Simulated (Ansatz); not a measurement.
Mulliken charges of Cl2H4In2O2, SMILES `[Cl][In@H-]1[OH+][In@@H-]([Cl])[OH+]1` from PBE/def2-TZVPP in Ansatz (PBE0-D4/def2-TZVP geometry).

| atom | x (Å) | y (Å) | z (Å) | charge (e) |
| --- | --- | --- | --- | --- |
| Cl1 | -0.123 | -1.326 | -2.741 | -0.386 |
| In2 | 1.081 | -1.026 | -0.767 | 0.792 |
| O3 | -0.421 | -1.106 | 0.761 | -0.515 |
| In4 | -0.620 | 0.981 | 1.210 | 0.792 |
| Cl5 | -2.595 | 1.591 | 0.130 | -0.386 |
| O6 | 0.853 | 1.064 | -0.346 | -0.515 |
| H7 | 2.579 | -1.685 | -0.334 | -0.098 |
| H8 | -1.243 | -1.502 | 0.455 | 0.207 |
| H9 | -0.071 | 1.440 | 2.743 | -0.098 |
| H10 | 0.561 | 1.569 | -1.111 | 0.207 |

**Question.** By hand: the dipole of these point charges (1 e Å = 4.8032 D).

**Answer.** Σ q r = (0.805, -0.078, 0.773) e Å, of length 1.119 e Å = 5.37 D.

**Question.** How does the dipole of the full density compare? (Estimate.)

**Answer.** Computed: (0.404, -0.039, 0.388) e Å, 2.70 D; the point charges give 1.99 times that, at 0° from its direction.

Point charges leave out the atoms' own dipoles, such as those of lone pairs, and Mulliken's split depends on the basis, so the two needn't agree.
